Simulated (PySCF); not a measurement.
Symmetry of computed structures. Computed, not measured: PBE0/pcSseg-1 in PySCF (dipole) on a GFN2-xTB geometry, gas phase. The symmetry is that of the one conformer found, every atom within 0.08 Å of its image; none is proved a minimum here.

Task: What symmetry has `[CH2:1]=[P@:2]12[CH2:3][CH2:4][CH2:5][C@H:6]1[CH2:7][CH2:8][CH2:9]2` with C1–P2–C3–C4 -155°, P2–C3–C4–C5 36°, C3–C4–C5–C6 -49°, C4–C5–C6–C7 -77°?

Result: C1; asymmetric top; symmetry number 1; this conformer is chiral (no improper operation); dipole 3.32 D; A, B, C = 1711, 1615, 1078 MHz.

Task: What symmetry has `[CH3:1][C:2]1=[C:3]([CH:4]([CH3:5])[CH3:6])[PH:7][CH2:8][CH2:9]1` with C2–C3–C4–C5 110°, C2–C3–P7–C8 -14°, C3–P7–C8–C9 25°, P7–C8–C9–C2 -29°, C1–C2–C9–C8 -160°?

Result: C1; asymmetric top; symmetry number 1; this conformer is chiral (no improper operation); dipole 1.72 D; A, B, C = 1756, 1190, 860.3 MHz.

Task: What symmetry has `[CH3:1][SiH2:2][Si@H:3]([SiH2:4][NH2:5])[SiH2:6][CH:7]=[O:8]` with C1–Si2–Si3–Si4 20°, Si2–Si3–Si4–N5 -167°, Si3–Si4–N5–H -53° and 171°, Si2–Si3–Si6–C7 55°, Si3–Si6–C7–O8 -5°?

Result: C1; asymmetric top; symmetry number 1; this conformer is chiral (no improper operation); dipole 2.26 D.

Task: `[CH2:1]=[CH:2][P:3]([CH:4]=[CH2:5])[CH2:6][CH2:7][CH2:8][CH3:9]` with C1–C2–P3–C4 -36°, C2–P3–C4–C5 127°, C2–P3–C6–C7 173°, P3–C6–C7–C8 173°, C6–C7–C8–C9 66°: symmetry, top, dipole?

Result: C1; asymmetric top; symmetry number 1; this conformer is chiral (no improper operation); dipole 1.16 D.
